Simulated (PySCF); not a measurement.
**Stationary points of Se₃**

Method: PBE0 in PySCF with Se def2-TZVP; no relativity; density-fitted integrals.

Relaxations began from a few typed shapes. The search is not exhaustive: other isomers or separated fragments can lie lower, and high-lying points may rest on an excited occupation.

Question: Which is the lowest minimum found?
A. singlet D∞h: Se–Se 2.303 Å (×2); Se–Se–Se 180.0°
B. singlet C2v: Se–Se 2.193 Å (×2); Se–Se–Se 115.8°

Answer: B. The others lie at 232.4 (singlet D∞h, a saddle point) kJ/mol above it.
